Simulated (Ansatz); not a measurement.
# Nudged elastic band run: AlCl2FH2

The input (input.yaml):

```yaml
crystal:
  periodic: [false, false, false]
  atoms:
    - { symbol: Al, position_ang: [0.008717, 0.098548, 0.113582] }
    - { symbol: F, position_ang: [0.006281, 0.587325, 1.71568] }
    - { symbol: Cl, position_ang: [1.823561, 0.04026, -0.931444] }
    - { symbol: Cl, position_ang: [-1.812275, -0.034752, -0.913702] }
    - { symbol: H, position_ang: [0.057838, -2.062081, 0.626296] }
    - { symbol: H, position_ang: [0.05178, -1.712801, 1.320788] }
basis:
  gaussian: { orbitals: def2-SVP }
hamiltonian:
  xc: pbe
neb:
  order_check: false
  images: 7
  f_tol: 0.03
  max_iterations: 60
  max_displacement: 0.5
  optimiser: fire
  final_atoms:
    - { symbol: Al, position_ang: [0.02065996, -0.52920078, -0.22520171] }
    - { symbol: F, position_ang: [0.01923017, -0.03600156, 1.76281664] }
    - { symbol: Cl, position_ang: [1.82166358, 0.278893, -0.97803333] }
    - { symbol: Cl, position_ang: [-1.82007164, 0.20262569, -0.95971326] }
    - { symbol: H, position_ang: [0.05490487, -2.00945821, 0.42195341] }
    - { symbol: H, position_ang: [0.03951506, -0.99035914, 1.90937825] }
  initial_path:
    images:
      - { positions_ang: [[0.008717, 0.098548, 0.113582], [0.006281, 0.587325, 1.71568], [1.823561, 0.04026, -0.931444], [-1.812275, -0.034752, -0.913702], [0.057838, -2.062081, 0.626296], [0.05178, -1.712801, 1.320788]] }
      - { positions_ang: [[0.00585951, 0.0724699, 0.08297936], [0.00456281, 0.44788978, 1.79447601], [1.84949723, 0.0261496, -0.9800388], [-1.8429689, -0.034561, -0.96565098], [0.06431815, -1.98615075, 0.62173273], [0.0546332, -1.60929851, 1.37770168]] }
      - { positions_ang: [[0.00300202, 0.04639179, 0.05237671], [0.00284462, 0.30845455, 1.87327202], [1.87543346, 0.01203919, -1.0286336], [-1.8736628, -0.03437, -1.01759996], [0.07079831, -1.91022051, 0.61716946], [0.05748639, -1.50579602, 1.43461537]] }
      - { positions_ang: [[0.00014453, 0.02031369, 0.02177407], [0.00112643, 0.16901933, 1.95206804], [1.9013697, -0.00207121, -1.07722841], [-1.9043567, -0.03417901, -1.06954894], [0.07727846, -1.83429026, 0.61260619], [0.06033959, -1.40229354, 1.49152905]] }
      - { positions_ang: [[-0.00271296, -0.00576442, -0.00882857], [-0.00059176, 0.0295841, 2.03086405], [1.92730593, -0.01618161, -1.12582321], [-1.9350506, -0.03398801, -1.12149792], [0.08375861, -1.75836001, 0.60804293], [0.06319278, -1.29879105, 1.54844273]] }
      - { positions_ang: [[0.00313027, -0.13662351, -0.06292185], [0.00436372, 0.01318769, 1.9638522], [1.90089534, 0.05758704, -1.08887574], [-1.90630586, 0.02516542, -1.08105176], [0.07654518, -1.82113456, 0.56152055], [0.05727335, -1.22168307, 1.63867661]] }
      - { positions_ang: [[0.0089735, -0.2674826, -0.11701514], [0.0093192, -0.00320873, 1.89684034], [1.87448475, 0.13135569, -1.05192827], [-1.87756112, 0.08431884, -1.04060559], [0.06933174, -1.88390911, 0.51499817], [0.05135392, -1.14457509, 1.72891049]] }
      - { positions_ang: [[0.01481673, -0.39834169, -0.17110842], [0.01427468, -0.01960514, 1.82982849], [1.84807416, 0.20512435, -1.0149808], [-1.84881638, 0.14347226, -1.00015943], [0.06211831, -1.94668366, 0.46847579], [0.04543449, -1.06746712, 1.81914437]] }
      - { positions_ang: [[0.02065996, -0.52920078, -0.22520171], [0.01923017, -0.03600156, 1.76281664], [1.82166358, 0.278893, -0.97803333], [-1.82007164, 0.20262569, -0.95971326], [0.05490487, -2.00945821, 0.42195341], [0.03951506, -0.99035914, 1.90937825]] }
```

Run as:

```bash
$ ansatz run input.yaml --threads 1 --pin off --max-ram 2048MiB --backend cpu --events-out ev --progress --plain --runs-dir out
```

Output, in part (warnings, iteration lines, the closing report on the highest movable image, with atoms numbered from 0):

```
NEB end point (image 0): max|allowed force component| = 1.108e-2 eV/Å (the criterion of neb.relax_end_points is 1.000e-2)
NEB end point (image 8): max|allowed force component| = 1.133e-2 eV/Å (the criterion of neb.relax_end_points is 1.000e-2)
NEB iter   1: max|band force component| = 2.379e0 eV/Å  barrier→ = 1.7954 eV  barrier← = 0.7251 eV  Δτ_max = 0.0370 Å  (218 SCF iters)
NEB iter   2: max|band force component| = 2.250e0 eV/Å  barrier→ = 1.5011 eV  barrier← = 0.4308 eV  Δτ_max = 0.0683 Å  (192 SCF iters)
NEB iter   3: max|band force component| = 1.850e0 eV/Å  barrier→ = 1.2129 eV  barrier← = 0.1427 eV  Δτ_max = 0.0288 Å  (185 SCF iters)
NEB iter   4: max|band force component| = 1.579e0 eV/Å  barrier→ = 1.1822 eV  barrier← = 0.1119 eV  Δτ_max = 0.0539 Å  (190 SCF iters)
NEB iter   5: max|band force component| = 9.467e-1 eV/Å  barrier→ = 1.1544 eV  barrier← = 0.0841 eV  Δτ_max = 0.0141 Å  (189 SCF iters)
NEB iter   6: max|band force component| = 8.006e-1 eV/Å  barrier→ = 1.1453 eV  barrier← = 0.0750 eV  Δτ_max = 0.0270 Å  (191 SCF iters)
NEB iter   7: max|band force component| = 8.917e-1 eV/Å  barrier→ = 1.1298 eV  barrier← = 0.0595 eV  Δτ_max = 0.0128 Å  (187 SCF iters)
NEB iter   8: max|band force component| = 5.436e-1 eV/Å  barrier→ = 1.1238 eV  barrier← = 0.0535 eV  Δτ_max = 0.0196 Å  (192 SCF iters)
NEB iter   9: max|band force component| = 6.674e-1 eV/Å  barrier→ = 1.1129 eV  barrier← = 0.0426 eV  Δτ_max = 0.0099 Å  (190 SCF iters)
NEB iter  10: max|band force component| = 4.008e-1 eV/Å  barrier→ = 1.1085 eV  barrier← = 0.0382 eV  CI = image 6  Δτ_max = 0.0142 Å  (193 SCF iters)
NEB iter  11: max|band force component| = 6.214e-1 eV/Å  barrier→ = 1.1004 eV  barrier← = 0.0301 eV  CI = image 6  Δτ_max = 0.0090 Å  (188 SCF iters)
NEB iter  12: max|band force component| = 3.484e-1 eV/Å  barrier→ = 1.0971 eV  barrier← = 0.0268 eV  CI = image 6  Δτ_max = 0.0125 Å  (187 SCF iters)
NEB iter  13: max|band force component| = 4.618e-1 eV/Å  barrier→ = 1.0911 eV  barrier← = 0.0208 eV  CI = image 6  Δτ_max = 0.0070 Å  (193 SCF iters)
NEB iter  14: max|band force component| = 2.691e-1 eV/Å  barrier→ = 1.0887 eV  barrier← = 0.0184 eV  CI = image 6  Δτ_max = 0.0103 Å  (174 SCF iters)
NEB iter  15: max|band force component| = 4.260e-1 eV/Å  barrier→ = 1.0844 eV  barrier← = 0.0141 eV  CI = image 6  Δτ_max = 0.0061 Å  (194 SCF iters)
NEB iter  16: max|band force component| = 2.319e-1 eV/Å  barrier→ = 1.0828 eV  barrier← = 0.0125 eV  CI = image 6  Δτ_max = 0.0088 Å  (161 SCF iters)
NEB iter  17: max|band force component| = 3.102e-1 eV/Å  barrier→ = 1.0800 eV  barrier← = 0.0097 eV  CI = image 6  Δτ_max = 0.0048 Å  (196 SCF iters)
NEB iter  18: max|band force component| = 1.857e-1 eV/Å  barrier→ = 1.0790 eV  barrier← = 0.0087 eV  CI = image 6  Δτ_max = 0.0073 Å  (155 SCF iters)
NEB iter  19: max|band force component| = 2.901e-1 eV/Å  barrier→ = 1.0780 eV  barrier← = 0.0077 eV  CI = image 7  Δτ_max = 0.0042 Å  (197 SCF iters)
NEB iter  20: max|band force component| = 1.831e-1 eV/Å  barrier→ = 1.0766 eV  barrier← = 0.0063 eV  CI = image 7  Δτ_max = 0.0064 Å  (152 SCF iters)
NEB iter  21: max|band force component| = 2.137e-1 eV/Å  barrier→ = 1.0769 eV  barrier← = 0.0066 eV  CI = image 7  Δτ_max = 0.0033 Å  (183 SCF iters)
NEB iter  22: max|band force component| = 1.509e-1 eV/Å  barrier→ = 1.0759 eV  barrier← = 0.0057 eV  CI = image 7  Δτ_max = 0.0056 Å  (142 SCF iters)
NEB iter  23: max|band force component| = 1.921e-1 eV/Å  barrier→ = 1.0761 eV  barrier← = 0.0058 eV  CI = image 7  Δτ_max = 0.0028 Å  (154 SCF iters)
NEB iter  24: max|band force component| = 1.451e-1 eV/Å  barrier→ = 1.0754 eV  barrier← = 0.0051 eV  CI = image 7  Δτ_max = 0.0052 Å  (137 SCF iters)
NEB iter  25: max|band force component| = 1.394e-1 eV/Å  barrier→ = 1.0755 eV  barrier← = 0.0052 eV  CI = image 7  Δτ_max = 0.0024 Å  (152 SCF iters)
NEB iter  26: max|band force component| = 1.219e-1 eV/Å  barrier→ = 1.0750 eV  barrier← = 0.0048 eV  CI = image 7  Δτ_max = 0.0046 Å  (137 SCF iters)
NEB iter  27: max|band force component| = 1.398e-1 eV/Å  barrier→ = 1.0750 eV  barrier← = 0.0048 eV  CI = image 7  Δτ_max = 0.0022 Å  (152 SCF iters)
NEB iter  28: max|band force component| = 1.146e-1 eV/Å  barrier→ = 1.0748 eV  barrier← = 0.0045 eV  CI = image 7  Δτ_max = 0.0042 Å  (129 SCF iters)
NEB iter  29: max|band force component| = 1.030e-1 eV/Å  barrier→ = 1.0747 eV  barrier← = 0.0045 eV  CI = image 7  Δτ_max = 0.0019 Å  (152 SCF iters)
NEB iter  30: max|band force component| = 9.722e-2 eV/Å  barrier→ = 1.0745 eV  barrier← = 0.0043 eV  CI = image 7  Δτ_max = 0.0038 Å  (128 SCF iters)
NEB iter  31: max|band force component| = 1.067e-1 eV/Å  barrier→ = 1.0745 eV  barrier← = 0.0042 eV  CI = image 7  Δτ_max = 0.0017 Å  (134 SCF iters)
NEB iter  32: max|band force component| = 8.982e-2 eV/Å  barrier→ = 1.0744 eV  barrier← = 0.0041 eV  CI = image 7  Δτ_max = 0.0034 Å  (125 SCF iters)
NEB iter  33: max|band force component| = 8.113e-2 eV/Å  barrier→ = 1.0744 eV  barrier← = 0.0041 eV  CI = image 7  Δτ_max = 0.0049 Å  (131 SCF iters)
NEB iter  34: max|band force component| = 7.427e-2 eV/Å  barrier→ = 1.0743 eV  barrier← = 0.0040 eV  CI = image 7  Δτ_max = 0.0062 Å  (144 SCF iters)
NEB iter  35: max|band force component| = 6.084e-2 eV/Å  barrier→ = 1.0741 eV  barrier← = 0.0038 eV  CI = image 7  Δτ_max = 0.0074 Å  (147 SCF iters)
NEB iter  36: max|band force component| = 6.433e-2 eV/Å  barrier→ = 1.0741 eV  barrier← = 0.0038 eV  CI = image 7  Δτ_max = 0.0082 Å  (147 SCF iters)
NEB iter  37: max|band force component| = 4.487e-2 eV/Å  barrier→ = 1.0741 eV  barrier← = 0.0038 eV  CI = image 7  Δτ_max = 0.0097 Å  (155 SCF iters)
NEB iter  38: max|band force component| = 6.007e-2 eV/Å  barrier→ = 1.0742 eV  barrier← = 0.0039 eV  CI = image 7  Δτ_max = 0.0104 Å  (163 SCF iters)
NEB iter  39: max|band force component| = 3.340e-2 eV/Å  barrier→ = 1.0743 eV  barrier← = 0.0040 eV  CI = image 7  Δτ_max = 0.0002 Å  (169 SCF iters)
NEB iter  40: max|band force component| = 3.130e-2 eV/Å  barrier→ = 1.0743 eV  barrier← = 0.0040 eV  CI = image 7  Δτ_max = 0.0004 Å  (112 SCF iters)
NEB iter  41: max|band force component| = 2.773e-2 eV/Å  barrier→ = 1.0743 eV  barrier← = 0.0041 eV  CI = image 7  Δτ_max = 0.0000 Å  (289 SCF iters)
Total energy: -34366.82046532 eV, -1262.9573574330 hartree
Atom 0 at     0.019205    -0.469292    -0.178528 Å, force     0.000292    -0.003541    -0.005759 eV/Å
Atom 1 at     0.019149    -0.044992     1.779932 Å, force     0.002060     0.002067     0.001793 eV/Å
Atom 2 at     1.827535     0.245306    -0.989973 Å, force     0.002843    -0.000326     0.001166 eV/Å
Atom 3 at    -1.824390     0.173768    -0.970245 Å, force    -0.002719    -0.002496     0.000439 eV/Å
Atom 4 at     0.053849    -1.940162     0.560359 Å, force    -0.001636    -0.004043    -0.020967 eV/Å
Atom 5 at     0.040553    -1.048130     1.729655 Å, force    -0.000839     0.008339     0.023328 eV/Å
Dipole moment:     0.007315    -0.262003     0.418439 e Å
```

The forces met the threshold. The top lies less than 8 meV above the higher end, about what the thresholds resolve: that end is a shoulder or a very shallow well. Another band between the same ends (7 images) ends at a top of the same energy, where a vibrational analysis finds 1 clearly imaginary mode. The orbitals stay closed-shell, which can raise the energy where a bond breaks towards radicals; this wasn't checked here.

Final band (atoms are numbered from 1 in the order of the input):

| image | path coordinate (Å) | energy (eV) | H5–H6 (Å) | Al1–H5 (Å) | F2–H6 (Å) |
| --- | --- | --- | --- | --- | --- |
| 0 | 0.00 | 0.00 | 0.78 | 2.22 | 2.33 |
| 1 | 0.20 | 0.02 | 0.78 | 2.19 | 2.11 |
| 2 | 0.40 | 0.10 | 0.79 | 2.12 | 1.89 |
| 3 | 0.61 | 0.28 | 0.81 | 1.99 | 1.67 |
| 4 | 0.81 | 0.59 | 0.88 | 1.85 | 1.46 |
| 5 | 1.02 | 0.93 | 1.03 | 1.76 | 1.25 |
| 6 | 1.21 | 1.07 | 1.24 | 1.69 | 1.09 |
| 7 | 1.41 | 1.07 | 1.47 | 1.65 | 1.00 |
| 8 | 1.67 | 1.07 | 1.80 | 1.62 | 0.97 |

Run time: 15 min on 1 thread of Arm Neoverse N1 (shared host), peak memory 0.14 GiB.
